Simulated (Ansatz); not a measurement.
A structure relaxed at PBE-D4/def2-SVP in Ansatz, charge -1, singlet:

```xyz
9

P     0.603    0.034    2.397
P    -1.051    1.332    1.612
P     1.243   -1.300    0.655
P     1.061    1.942    1.230
As    1.793    0.591   -0.637
As   -1.881    0.221   -0.378
As   -0.662   -1.591   -2.599
As   -0.879   -2.011   -0.184
As   -0.227    0.782   -2.096
```

Question: Give its formula.

Answer: As5P4⁻ (the lowest singlet isomer of a short search).

Question: Summarise the bond lengths by kind (pairs closer than 1.2 times the sum of covalent radii, bridged metal pairs left out).

Answer: 5 × As–As 2.45 to 2.50 Å; 4 × P–P 2.23 to 2.29 Å; 4 × As–P 2.35 to 2.43 Å.

The structure comes from a short search, and lower isomers may exist.
